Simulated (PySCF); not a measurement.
# An excited-state table with gaps

Species: benzocyclobutene, C₈H₈.
InChI=1S/C8H8/c1-2-4-8-6-5-7(8)3-1/h1-4H,5-6H2

Computed, not measured: TDDFT B3LYP/def2-SVPD, vertical, gas phase, core orbitals frozen in the response in PySCF. Isolated species at its PBE0-D3(BJ)/def2-SVP geometry, gas phase.

Lowest singlets, with some entries withheld (?).

```csv
state,ν̃ (cm⁻¹),f,"main configurations (H = HOMO, L = LUMO)"
S1,42060,0.030,"H→L (70%), H-1→L+1 (30%)"
S2,47700,0.0000,"H→L+1 (52%), H-1→L (47%)"
S3,52170,0.0078,H→L+2 (96%)
S4,54470,0.0031,H→L+3 (95%)
S5,54500,0.415,"H-1→L (50%), H→L+1 (45%)"
S6,?,?,?
S7,?,?,?
S8,55800,0.0000,H→L+4 (96%)
S9,55860,0.0072,H-2→L (98%)
S10,57200,0.0000,"H-1→L+3 (90%), H-1→L+2 (8%)"
```

Fill in the withheld entries.

- S6: ν̃ = 54820 cm⁻¹; f = 0.0000; H-1→L+2 (89%)
- S7: ν̃ = 55100 cm⁻¹; f = 0.716; H-1→L+1 (67%), H→L (28%)

What is the mean static polarisability from the same response equations?

90.2 au (13.36 Å³), with principal values 57.8, 97.5 and 115.3 au.

Where do the lowest triplets lie (Tamm–Dancoff)?

T1 4.10 eV, H-1→L (51%), H→L+1 (46%); T2 4.48 eV, H→L (94%); T3 4.65 eV, H→L+1 (52%), H-1→L (47%); T4 5.19 eV, H-1→L+1 (94%). E(S1) − E(T1) = +1.12 eV.

Which level carries the most intensity, and what share of the listed sum of f?

S7, with f = 0.716 of 1.179, 61%.

All these states lie below the vertical ionisation energy of 8.65 eV (ΔSCF).
